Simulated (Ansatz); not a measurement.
Relaxation of AlClFH6NSi (11 atoms, charge 0, multiplicity 1), to a largest force component of 0.03 eV/Å in at most 50 steps.

Computed with Ansatz 0.2.0, RKS PBE/def2-SVP.

```xyz
11
Properties=species:S:1:pos:R:3
Al -0.079 0.562 -0.446
F -0.246 0.097 2.393
Cl 1.660 -0.626 -0.772
N -1.607 -0.002 -1.156
H -1.733 -0.899 -1.633
H -2.506 0.475 -1.063
Si 0.148 2.653 0.605
H 0.942 2.470 1.894
H 0.900 3.708 -0.164
H -1.171 3.242 1.039
H 0.310 0.835 2.537
```

**Question.** Where does it end, and by what steps?

**Answer.** It converged. After 14 steps the energy has fallen by 0.252 eV; F2 moved furthest, 0.69 Å. Joined: Al1–F2 (2.88 → 2.09 Å).

```tsv
step	energy less start (eV)	largest force component (eV/Å)	accepted
0	0.0000	0.853	yes
1	-0.0840	0.357	yes
2	-0.1585	0.397	yes
3	-0.1880	0.218	yes
4	-0.1839	0.445	no
5	-0.2121	0.207	yes
6	-0.2243	0.127	yes
7	-0.2369	0.203	yes
8	-0.2438	0.225	yes
9	-0.2478	0.111	yes
10	-0.2486	0.133	yes
11	-0.2515	0.072	yes
12	-0.2446	0.278	no
13	-0.2519	0.042	yes
14	-0.2523	0.016	yes
```

```xyz
11
Properties=species:S:1:pos:R:3
Al -0.085 0.460 -0.262
F 0.037 -0.015 1.769
Cl 1.691 -0.515 -0.935
N -1.644 -0.117 -0.901
H -1.777 -1.014 -1.373
H -2.528 0.393 -0.855
Si 0.124 2.751 0.634
H 0.399 2.445 2.134
H 1.304 3.602 0.250
H -1.106 3.620 0.711
H 0.201 0.904 2.064
```

Time of the run: 20 s on 4 threads of AMD EPYC 7R43 64-Core Processor (Zen 3), on a shared host, peak memory 0.2 GiB.
